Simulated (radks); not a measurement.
Results of a calculation; reference values are marked as such.
All-electron atom: Zn0.25+ in [Ar] 3d10 4s(up 1, down 0.75) (fractional occupations, a model configuration). Level of theory: non-relativistic Kohn-Sham, BLYP, spin-polarised, spherical densities, point nucleus (a radial shooting solver on a logarithmic mesh with Libxc functionals).

Normalised radial functions P(r) = r R(r), r in bohr:

r,3s down,3p down,4s down
0.002889,0.1010,0.0024,0.0244
0.003792,0.1289,0.0040,0.0312
0.004977,0.1631,0.0068,0.0395
0.006532,0.2039,0.0114,0.0493
0.008574,0.2507,0.0191,0.0607
0.01125,0.3016,0.0316,0.0729
0.01489,0.3531,0.0525,0.0854
0.01955,0.3935,0.0843,0.0951
0.02566,0.4105,0.1326,0.0992
0.03368,0.3850,0.2026,0.0929
0.0442,0.2948,0.2981,0.0709
0.05802,0.1226,0.4171,0.0289
0.07616,-0.1299,0.5450,-0.0324
0.09996,-0.4221,0.6471,-0.1030
0.1312,-0.6592,0.6645,-0.1591
0.1722,-0.7042,0.5260,-0.1666
0.2261,-0.4399,0.1849,-0.0965
0.2967,0.1287,-0.3265,0.0470
0.3895,0.8043,-0.8639,0.2059
0.5112,1.2691,-1.2171,0.2835
0.671,1.3034,-1.2405,0.2041
0.8807,0.9705,-0.9721,-0.0247
1.165,0.5203,-0.5811,-0.3236
1.53,0.2028,-0.2676,-0.5609
2.008,0.0535,-0.0897,-0.6643
2.635,0.0087,-0.0203,-0.6135
3.459,0.0008,-0.0028,-0.4517
4.54,0.0000,-0.0002,-0.2601
5.96,0.0000,0.0000,-0.1110
7.823,0.0000,0.0000,-0.0327

3s down: eigenvalue -126.97 eV, 2 radial nodes at r = 0.0668, 0.281 bohr, <r> = 0.692 bohr, 90 % of the charge inside 1.04 bohr. 3p down: eigenvalue -84.411 eV, 1 radial node at r = 0.251 bohr, <r> = 0.718 bohr, 90 % of the charge inside 1.11 bohr. 4s down: eigenvalue -7.593 eV, 3 radial nodes at r = 0.0666, 0.274, 0.860 bohr, <r> = 2.63 bohr, 90 % of the charge inside 4.05 bohr.
